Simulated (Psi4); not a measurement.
C2H9NOSi (SMILES CN(C)[SiH2]O), singlet, at a GFN2-xTB geometry; PBE0/def2-SVP (Psi4 1.11).

Here is a job for Psi4.
```
memory 2 GB

molecule {
0 1
  Si    0.71085937   -0.76582933    0.22522637
  O     1.83380570    0.17822675    0.92410123
  N    -0.55579021    0.22536275   -0.39331145
  C    -1.05492714    1.35508432    0.35235636
  C    -1.54517674   -0.30556602   -1.29479352
  H     0.39893850   -1.64950956    1.34746655
  H     1.22152168   -1.47080672   -0.95078039
  H     2.22725548    0.89849060    0.43843605
  H    -1.94579888    1.09460067    0.93735808
  H    -1.32548523    2.16446712   -0.33372129
  H    -0.28850066    1.71253487    1.03495224
  H    -1.87911548    0.47663195   -1.98318814
  H    -2.42470998   -0.68431949   -0.75871679
  H    -1.11542742   -1.12094194   -1.86998232
}

set basis def2-svp

energy('pbe0')
print_variables()
```

It wrote (shortened):

```
   => Loading Basis Set <=

    Name: DEF2-SVP
    Role: ORBITAL
    Keyword: BASIS

         ---------------------------------------------------------
                                   SCF
               by Justin Turney, Rob Parrish, Andy Simmonett
                          and Daniel G. A. Smith
                              RKS Reference
         ---------------------------------------------------------

  ==> Geometry <==

    Molecular point group: c1
    Full point group: C1

    Geometry (in Angstrom), charge = 0, multiplicity = 1:

       Center              X                  Y                   Z               Mass
    ------------   -----------------  -----------------  -----------------  -----------------
         SI           0.655241661341    -0.750533979833     0.202047376950    27.976926534650
         O            1.778187991341     0.193522100167     0.900922236950    15.994914619570
         N           -0.611407918659     0.240658100167    -0.416490443050    14.003074004430
         C           -1.110544848659     1.370379670167     0.329177366950    12.000000000000
         C           -1.600794448659    -0.290270669833    -1.317972513050    12.000000000000
         H            0.343320791341    -1.634214209833     1.324287556950     1.007825032230
         H            1.165903971341    -1.455511369833    -0.973959383050     1.007825032230
         H            2.171637771341     0.913785950167     0.415257056950     1.007825032230
         H           -2.001416588659     1.109896020167     0.914179086950     1.007825032230
         H           -1.381102938659     2.179762470167    -0.356900283050     1.007825032230
         H           -0.344118368659     1.727830220167     1.011773246950     1.007825032230
         H           -1.934733188659     0.491927300167    -2.006367133050     1.007825032230
         H           -2.480327688659    -0.669024139833    -0.781895783050     1.007825032230
         H           -1.171045128659    -1.105646589833    -1.893161313050     1.007825032230

  Running in c1 symmetry.

  Rotational constants: A =      0.22618  B =      0.09274  C =      0.07135 [cm^-1]
  Rotational constants: A =   6780.82571  B =   2780.40849  C =   2139.03380 [MHz]
  Nuclear repulsion =  254.914164639481868

  Charge       = 0
  Multiplicity = 1
  Electrons    = 50
  Nalpha       = 25
  Nbeta        = 25

  ==> Algorithm <==

  SCF Algorithm Type is DF.
  DIIS enabled.
  MOM disabled.
  Fractional occupation disabled.
  Guess Type is SAD.
  Energy threshold   = 1.00e-06
  Density threshold  = 1.00e-06
  Integral threshold = 1.00e-12

  ==> Primary Basis <==

  Basis Set: DEF2-SVP
    Blend: DEF2-SVP
    Number of shells: 59
    Number of basis functions: 119
    Number of Cartesian functions: 124
    Spherical Harmonics?: true
    Max angular momentum: 2

  ==> DFT Potential <==

   => LibXC <=

    Version 7.1.2
    S. Lehtola, C. Steigemann, M. J. T. Oliveira, and M. A. L. Marques,  SoftwareX 7, 1–5 (2018) (10.1016/j.softx.2017.11.002)

   => Composite Functional: PBE0 <=

    PBE0 Hyb-GGA Exchange-Correlation Functional

    C. Adamo and V. Barone,  J. Chem. Phys. 110, 6158 (1999) (10.1063/1.478522)
    M. Ernzerhof and G. E. Scuseria,  J. Chem. Phys. 110, 5029 (1999) (10.1063/1.478401)

    Deriv               =              1
    GGA                 =           TRUE
    Meta                =          FALSE

    Exchange Hybrid     =           TRUE
    MP2 Hybrid          =          FALSE

   => Exchange Functionals <=

    0.7500   Perdew, Burke & Ernzerhof

   => Exact (HF) Exchange <=

    0.2500               HF

   => Correlation Functionals <=

    1.0000   Perdew, Burke & Ernzerhof

   => LibXC Density Thresholds  <==

    XC_HYB_GGA_XC_PBEH:  1.00E-15

   => Molecular Quadrature <=

    Radial Scheme          =       TREUTLER
    Pruning Scheme         =           NONE
    Nuclear Scheme         =       TREUTLER

    Blocking Scheme        =         OCTREE
[...]

  SCF_SUBTYPE=INCORE selected. In-core MEM_DF algorithm will be used.
  Using in-core AOs.

  ==> MemDFJK: Density-Fitted J/K Matrices <==

    J tasked:                   Yes
    K tasked:                   Yes
    wK tasked:                   No
    Algorithm:                 Core
    Schwarz Cutoff:           1E-12
    Mask sparsity (%):       2.1044
    Fitting Condition:        1E-10

   => Auxiliary Basis Set <=

  Basis Set: (DEF2-SVP AUX)
    Blend: DEF2-UNIVERSAL-JKFIT
    Number of shells: 192
    Number of basis functions: 594
    Number of Cartesian functions: 699
    Spherical Harmonics?: true
    Max angular momentum: 4

  Minimum eigenvalue in the overlap matrix is 7.0203597110E-03.
  Reciprocal condition number of the overlap matrix is 1.1409339795E-03.
    Using symmetric orthogonalization.

  ==> Pre-Iterations <==

  SCF Guess: Superposition of Atomic Densities via on-the-fly atomic UHF (no occupation information).

   -------------------------
    Irrep   Nso     Nmo
   -------------------------
     A        119     119
   -------------------------
    Total     119     119
   -------------------------

  ==> Iterations <==

                           Total Energy        Delta E     RMS |[F,P]|

   @DF-RKS iter SAD:  -500.02597088117528   -5.00026e+02   0.00000e+00
   @DF-RKS iter   1:  -500.14933981003605   -1.23369e-01   7.50861e-03 ADIIS/DIIS
   @DF-RKS iter   2:  -499.86270227806085    2.86638e-01   1.00636e-02 ADIIS/DIIS
   @DF-RKS iter   3:  -500.51815368944665   -6.55451e-01   1.03411e-03 ADIIS/DIIS
   @DF-RKS iter   4:  -500.52408570780449   -5.93202e-03   3.71319e-04 ADIIS/DIIS
   @DF-RKS iter   5:  -500.52486332163500   -7.77614e-04   1.09399e-04 ADIIS/DIIS
   @DF-RKS iter   6:  -500.52492768438350   -6.43627e-05   3.56986e-05 DIIS
   @DF-RKS iter   7:  -500.52493572273431   -8.03835e-06   6.78049e-06 DIIS
   @DF-RKS iter   8:  -500.52493601126372   -2.88529e-07   9.38919e-07 DIIS
  Energy and wave function converged.

  ==> Post-Iterations <==

   Electrons on quadrature grid:
      Ntotal   =   49.9999420173 ; deviation = -5.798e-05

    Orbital Energies [Eh]
    ---------------------

    Doubly Occupied:

[...]
      25A     -0.231779

    Virtual:

[...]
     119A      3.719404

    Final Occupation by Irrep:
              A
    DOCC [    25 ]
    NA   [    25 ]
    NB   [    25 ]

  @DF-RKS Final Energy:  -500.52493601126372

   => Energetics <=

    Nuclear Repulsion Energy =            254.9141646394818679
    One-Electron Energy =               -1193.9393013342289578
    Two-Electron Energy =                 476.6727150847219150
    DFT Exchange-Correlation Energy =     -38.1725144012385584
    Empirical Dispersion Energy =           0.0000000000000000
    VV10 Nonlocal Energy =                  0.0000000000000000
    Total Energy =                       -500.5249360112637191

Computation Completed

Properties will be evaluated at   0.000000,   0.000000,   0.000000 [a0]

Properties computed using the SCF density matrix

 Multipole Moments:

 ------------------------------------------------------------------------------------
     Multipole            Electronic (a.u.)      Nuclear  (a.u.)        Total (a.u.)
 ------------------------------------------------------------------------------------

 L = 1.  Multiply by 2.5417464519 to convert [e a0] to [Debye]
 Dipole X            :          4.9892523           -5.2551118           -0.2658595
 Dipole Y            :         -1.0135512            1.4452010            0.4316498
 Dipole Z            :          1.7504489           -2.1900976           -0.4396488
 Magnitude           :                                                    0.6710394

 ------------------------------------------------------------------------------------

  Variable Map:
  ----------------------------------------------------------------------------
[...]
  Array Variable Map:
  ----------------------------------------------------------------------------
[...]
[...]
```
